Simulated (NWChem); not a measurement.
System: C₄H₈; SMILES C/C=C\C

Here is an NWChem input.

```
start job
memory heap 200 mb stack 900 mb global 1100 mb
geometry units angstroms noautoz
  C      1.593536     0.000000     0.518586
  C      0.669324     0.000000    -0.667547
  C     -0.669324     0.000000    -0.667547
  C     -1.593536     0.000000     0.518586
  H      2.250923    -0.880141     0.501885
  H      2.250923     0.880141     0.501885
  H      1.061101     0.000000     1.473720
  H      1.169574     0.000000    -1.636802
  H     -1.169574     0.000000    -1.636802
  H     -1.061101     0.000000     1.473720
  H     -2.250923    -0.880141     0.501885
  H     -2.250923     0.880141     0.501885
end
basis spherical
  C library def2-svp
  H library def2-svp
end
dft
  xc r2scan
  iterations 150
  mulliken
end
task dft energy
```

Geometry: optimised at B3LYP/6-31G* (spherical d).

Task: Predict the main results of this run. (r2SCAN/def2-SVP.) Quantities: energy (Ha); highest occupied level (eV); orbital gap (eV); dipole (D).

Result: 
- energy (Ha) = -157.00
- highest occupied level (eV) = -5.91
- orbital gap (eV) = 5.97
- dipole (D) = 0.27
